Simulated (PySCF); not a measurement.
Here is a job for PySCF.
```python
from pyscf import gto, scf, mcscf, mp
import numpy

mol = gto.Mole()
mol.atom = '''
    Si   -0.82268383   -0.11769748    0.01056556
    S     0.14818811    1.74138717    0.47869675
    S     0.61834104   -1.63172348   -0.48854113
    H    -1.52938470   -0.46389753    1.22696167
    H    -1.62848018    0.01211676   -1.18640587
    H     0.97134373    1.76018067   -0.56015208
    H     1.43962834   -1.41525432    0.52918846
'''
mol.basis = '6-31g*'
mol.verbose = 4
mol.build()

mf = scf.RHF(mol)
mf.kernel()
mc = mcscf.CASSCF(mf, 3, 2)
mc.fix_spin_(ss=0.0)
noons, natorbs = mcscf.addons.make_natural_orbitals(mp.MP2(mf).run())
mc.kernel(natorbs)
occ = numpy.linalg.eigvalsh(mc.fcisolver.make_rdm1(mc.ci, mc.ncas, mc.nelecas))[::-1]
ss = mc.fcisolver.spin_square(mc.ci, mc.ncas, mc.nelecas)[0]
print('natural occupations', occ.round(4), ' <S^2>', round(ss, 4))
```

Problem. What does this run give for the SCF-reference dipole moment, number of basis functions, total energy, SCF-reference HOMO energy, natural occupations of the active orbitals?

Solution. 
```
Property                                              Result
------------------------------------------  ----------------
SCF-reference dipole moment                           0.39 D
number of basis functions                                 62
total energy                                   -1086.3261 Eh
SCF-reference HOMO energy                          -10.22 eV
natural occupations of the active orbitals  1.98, 0.02, 0.00
```
